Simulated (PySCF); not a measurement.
Stretching AlSn⁺

Set-up: basis Al cc-pV(D+d)Z, Sn cc-pVDZ-PP with ECP28; scalar-relativistic core potentials; PySCF 2.14. Energies in eV from Al⁺ + Sn in their ground configurations at the same level. State: ³Π (triplet), unpaired electrons σ ↑, π ↑.

All columns are UHF. A positive dipole points towards Sn; it is taken about the centre of mass and depends on that origin.

```tsv
R (Å)	E (eV)	μ (D)	Mulliken charge on Al (basis-dependent)	HOMO (eV)	LUMO (eV)	Mayer bond order	⟨S²⟩
2.593	-0.190	-4.34	0.54	-12.87	-6.16	0.95	2.04
2.713	-0.429	-4.61	0.56	-12.68	-5.99	0.84	2.04
2.834	-0.580	-4.94	0.58	-12.52	-5.82	0.75	2.05
2.925	-0.651	-5.22	0.59	-12.41	-5.71	0.69	2.05
3.015	-0.695	-5.53	0.61	-12.31	-5.60	0.65	2.05
3.106	-0.719	-5.86	0.62	-12.22	-5.49	0.61	2.05
3.226	-0.728	-6.33	0.63	-12.10	-5.36	0.56	2.05
3.377	-0.712	-6.96	0.65	-11.96	-5.21	0.52	2.04
3.558	-0.669	-7.80	0.68	-11.79	-5.04	0.48	2.04
3.799	-0.593	-9.03	0.71	-11.57	-4.85	0.43	2.03
```

A fit through these points gives, at Re = 3.211 Å, μ = -6.27 D and dμ/dR = -4.00 D/Å; the reduced mass is 22.03 u.

How strong is the fundamental in the double-harmonic approximation, I = 42.26·(dμ/dR)²/μred km/mol?

I = 42.26·(-4.00)²/22.03 = 30.7 km/mol at UHF.

These are scalar-relativistic numbers at best; spin–orbit coupling would shift them, the dissociation energy most. For an ion De counts to the pair picked by the measured ionisation energies or electron affinities, which need not be the lowest pair at this level. Hartree–Fock leaves out correlation, which carries a large part of most bond energies and some tenths to 1 eV of ionisation energies. The state is the lowest determinant that a PBE0 search found; another state may lie lower at other levels.
